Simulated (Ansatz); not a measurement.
A nudged elastic band was laid between two geometries of C2H4BS (8 atoms, charge 1, multiplicity 1).

These are results of RKS BLYP/cc-pVDZ (Ansatz 0.2.0), not measurements.

```yaml
movable_images: 9
climbing_image: yes
spring: 0.5 eV/Å²
optimiser: quadratic models (default)
start_path: through a guess of the saddle point
force_threshold: 0.05 eV/Å
iteration_limit: 31
end_points: relaxed
```

Image 0:

```xyz
8
Properties=species:S:1:pos:R:3
C 1.101 0.632 -2.208
B 0.166 0.544 -1.187
S -1.122 0.558 -0.045
C -0.551 -0.470 1.401
H 1.865 0.676 -2.987
H -1.299 -1.286 1.492
H 0.472 -0.851 1.249
H -0.631 0.197 2.284
```

Image 10:

```xyz
8
Properties=species:S:1:pos:R:3
C 0.943 0.557 -2.345
B 0.343 0.267 -1.178
S -0.578 -0.114 0.225
C -0.151 -0.363 1.826
H 1.442 0.794 -3.283
H -1.951 -0.258 0.137
H 0.914 -0.284 2.089
H -0.962 -0.599 2.528
```

(1) Which bonds break or form, and what moves?

(2) What energy profile does the band end with?

(3) What is the geometry of the highest image?

The band took 15 iterations and of the order of 10 core-minutes.

## Answers

(1) Bonds broken: C4–H6. Bonds formed: S3–H6.

(2) The forces met the threshold. The highest image is number 6 of 0 to 10, 2.73 eV above the first end and 0.68 eV above the last; the last end lies 2.04 eV above the first. Neighbouring images differ by up to 1.5 eV, so the band resolves the path poorly. The order of the stationary point at the top wasn't checked. The orbitals stay closed-shell, which can raise the energy where a bond breaks towards radicals; this wasn't checked here. Limits of this set-up: the dipole of an ion depends on the origin.

```json
{"image": "0", "path coordinate (Å)": "0.00", "energy (eV)": "0.00", "C4–H6 (Å)": "1.11", "S3–H6 (Å)": "2.41"}
{"image": "1", "path coordinate (Å)": "0.39", "energy (eV)": "0.00", "C4–H6 (Å)": "1.11", "S3–H6 (Å)": "2.41"}
{"image": "2", "path coordinate (Å)": "0.78", "energy (eV)": "0.01", "C4–H6 (Å)": "1.11", "S3–H6 (Å)": "2.42"}
{"image": "3", "path coordinate (Å)": "1.16", "energy (eV)": "0.04", "C4–H6 (Å)": "1.11", "S3–H6 (Å)": "2.37"}
{"image": "4", "path coordinate (Å)": "1.55", "energy (eV)": "0.55", "C4–H6 (Å)": "1.15", "S3–H6 (Å)": "2.02"}
{"image": "5", "path coordinate (Å)": "1.94", "energy (eV)": "2.02", "C4–H6 (Å)": "1.43", "S3–H6 (Å)": "1.68"}
{"image": "6", "path coordinate (Å)": "2.33", "energy (eV)": "2.73", "C4–H6 (Å)": "1.83", "S3–H6 (Å)": "1.45"}
{"image": "7", "path coordinate (Å)": "2.67", "energy (eV)": "2.52", "C4–H6 (Å)": "2.13", "S3–H6 (Å)": "1.39"}
{"image": "8", "path coordinate (Å)": "3.02", "energy (eV)": "2.25", "C4–H6 (Å)": "2.35", "S3–H6 (Å)": "1.38"}
{"image": "9", "path coordinate (Å)": "3.36", "energy (eV)": "2.09", "C4–H6 (Å)": "2.45", "S3–H6 (Å)": "1.38"}
{"image": "10", "path coordinate (Å)": "3.70", "energy (eV)": "2.04", "C4–H6 (Å)": "2.47", "S3–H6 (Å)": "1.38"}
```

(3) 
```xyz
8
Properties=species:S:1:pos:R:3
C 0.921 0.551 -2.331
B 0.284 0.341 -1.157
S -0.820 0.450 0.198
C -0.247 -0.291 1.727
H 1.473 0.701 -3.257
H -1.415 -0.850 0.429
H 0.776 -0.688 1.835
H -0.971 -0.214 2.555
```

The run took 12 min on 1 CPU thread of a shared host.
